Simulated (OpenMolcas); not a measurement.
Cr+: effect of the basis set

| Property | Result |
| --- | --- |
| Program | OpenMolcas |
| Method | CASSCF |
| Active space | 5 electrons in 6 orbitals (3d 4s) |
| State averaging | 2S+1 = 6 even, 6 roots; 2S+1 = 4 even, 5 roots |
| Spin-orbit coupling | state interaction with AMFI integrals over the reference wave functions, term energies averaged over their components |

A. ANO-R2 [6s4p4d2f], X2C, finite nucleus; cost of the order of 60 core-seconds
B. ANO-RCC-VTZP [6s5p3d2f1g], X2C, point nucleus; cost roughly 17 core-seconds
C. ANO-RCC-VQZP [7s6p4d3f2g1h], DKH4, point nucleus; cost roughly 19 core-seconds

Energies in cm-1 above 3d5 6S 5/2, the measured ground level; measured values from NIST Handbook of Basic Atomic Spectroscopic Data.

| Level | A | B | C | Measured |
| --- | --- | --- | --- | --- |
| 3d4 4s 6D 1/2 | -1565 | -1760 | -1938 | 11962 |
| 3d4 4s 6D 3/2 | -1495 | -1690 | -1868 | 12033 |
| 3d4 4s 6D 5/2 | -1379 | -1574 | -1750 | 12148 |
| 3d4 4s 6D 7/2 | -1215 | -1411 | -1585 | 12304 |
| 3d4 4s 6D 9/2 | -1004 | -1201 | -1372 | 12496 |
| 3d5 6S 5/2 | 0.0 | 0.0 | 0.0 | 0.0 |
| 3d4 4s 4D 1/2 | 7553 | 6997 | 6682 | 19528 |
| 3d4 4s 4D 3/2 | 7664 | 7107 | 6793 | 19631 |
| 3d4 4s 4D 5/2 | 7848 | 7290 | 6979 | 19798 |
| 3d4 4s 4D 7/2 | 8105 | 7545 | 7238 | 20024 |

A puts 3d4 4s 6D 1/2 lowest. B puts 3d4 4s 6D 1/2 lowest. C puts 3d4 4s 6D 1/2 lowest.

Deviations, from unrounded energies. A percentage is the sum of absolute deviations over the sum of measured energies, with the sign that they share, or ± where signs differ.

```
           Against measurement  Levels      A      B      C
mean absolute deviation (cm-1)       9  13000  13000  13000
      other configurations (%)       9  -82.5  -84.8  -86.3
```

A, B, C lie about equally close to measurement. The largest miss of A in the table is 3d4 4s 6D 3/2, by -14000 cm-1. The ranking rests on the paired levels alone, and a cruder setting can come out closer through cancelling errors.

Among A to C the level of the table that moves most is 3d4 4s 4D 1/2, by 870 cm-1 (lowest in C, highest in A).

Without dynamic correlation excited terms often stand tens of per cent too high (terms of higher spin than the ground term too low), and those without a measured partner can miss by more than the paired ones. The lowest computed level is not the ground level that NIST lists (6S5/2). A single d shell beside an s shell can misplace configurations of different d count against each other. Computed and measured levels are paired by configuration, term and J; levels that our copy of the source lacks, or whose pairing is in doubt (as where it misses far off the trend of its configuration), stay unpaired and out of the deviations. Levels of configurations outside the active space are missing.
